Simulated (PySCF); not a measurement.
Species: C2H7F3OSi2.
Atom-mapped SMILES: `[F:1][C:2]([F:3])([F:4])[CH2:5][SiH2:6][O:7][SiH3:8]` (hydrogens: H9, H10 on C5; H11, H12 on Si6; H13, H14, H15 on Si8)

Cartesian coordinates in Å at the PBE0-D3(BJ)/def2-SVP level; atoms count from 1:
```
atom  x, y, z in Å
F1     2.9638    1.1415    0.2948
C2     2.6449   -0.1508    0.4508
F3     3.0033   -0.7836   -0.6759
F4     3.4159   -0.6302    1.4322
C5     1.1830   -0.3256    0.7374
Si6    0.0062    0.2722   -0.6125
O7    -1.5171    0.0062   -0.0189
Si8   -3.1504    0.0876   -0.2980
H9     0.9470    0.2102    1.6696
H10    0.9914   -1.3942    0.9195
H11    0.2104    1.7259   -0.8748
H12    0.2130   -0.5063   -1.8675
H13   -3.5249   -0.8131   -1.4295
H14   -3.5469    1.4874   -0.6386
H15   -3.8563   -0.3447    0.9401
```

Level: PBE0/pcSseg-1 in PySCF, non-relativistic, on one gas-phase PBE0-D3(BJ)/def2-SVP geometry that isn't relaxed in the solvent. The solvent is an IEF-PCM continuum (Bondi radii, 1.10 Å for H, scaled by 1.2). The model holds no explicit solvent molecules, cavitation or dispersion.

```tsv
run	E − E(gas) (kcal/mol)	HOMO (eV)	HOMO–LUMO gap (eV)	dipole (D)
gas	0.00	-8.88	8.75	2.27
P	-2.84	-8.65	8.78	2.59
Q	-1.31	-8.75	8.76	2.43
```

The runs were made in benzene and dimethylsulfoxide. Which run belongs to which solvent?

P = dimethylsulfoxide, Q = benzene. The dielectric constants are 2.271 (benzene), 46.83 (dimethylsulfoxide), and the energy falls further as ε rises. In this model the ground state sees the solvent through ε alone.

How constant is the ratio of the lowering to (ε − 1)/(2ε + 1)?

| solvent | (ε − 1)/(2ε + 1) | E − E(gas) (kcal/mol) | ratio (kcal/mol) | polarisation term (kcal/mol) |
| --- | --- | --- | --- | --- |
| benzene | 0.229 | -1.31 | -5.7 | -1.36 |
| dimethylsulfoxide | 0.484 | -2.84 | -5.9 | -3.09 |

The ratio changes by +2.7 % in size from benzene to dimethylsulfoxide. The polarisation term is half the interaction of the solute with the induced surface charges.
